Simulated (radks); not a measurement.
Ionisation of neutral cerium, [Xe] 4f1 5d1 6s2, to [Xe] 4f1 5d2 as the strength of local exchange is varied. Method: Dirac Kohn-Sham, Slater X-alpha exchange (alpha = 2/3 is LDA exchange), no correlation, spin-unpolarised, spherical densities, point nucleus; open shells fill j = l - 1/2 first; computed with a radial shooting solver on a logarithmic mesh with Libxc functionals.

| alpha | E(Ce) (hartree) | exchange (hartree) | IE (eV) | -e of the level emptied (eV) | <r> of it (bohr) |
|---|---|---|---|---|---|
| 0.588 | -8829.7086 | -173.9512 | 5.699 | 2.742 (6s1/2) | 4.527 |
| 0.634 | -8843.3271 | -187.8390 | 5.750 | 2.925 (6s1/2) | 4.467 |
| 0.667 | -8853.1094 | -197.8267 | 5.784 | 3.061 (6s1/2) | 4.425 |
| 0.702 | -8863.4960 | -208.4421 | 5.817 | 3.208 (6s1/2) | 4.382 |
| 0.787 | -8888.7692 | -234.3186 | 5.884 | 3.580 (6s1/2) | 4.278 |
| 0.921 | -8928.7513 | -275.3885 | 5.950 | 4.205 (6s1/2) | 4.124 |
| 1.017 | -8957.5000 | -305.0195 | 5.968 | 4.681 (6s1/2) | 4.021 |
| 1.019 | -8958.0998 | -305.6386 | 5.969 | 4.691 (6s1/2) | 4.019 |

NIST Atomic Spectra Database: 5.539 eV (measured). The central value is not met in this range of alpha. Spin polarisation and multiplet splitting are left out, so open shells lie too high by an amount that depends on their filling.

Beside tabulated values, note that spin-unpolarised runs miss the spin-polarisation part of the exchange energy of open shells.
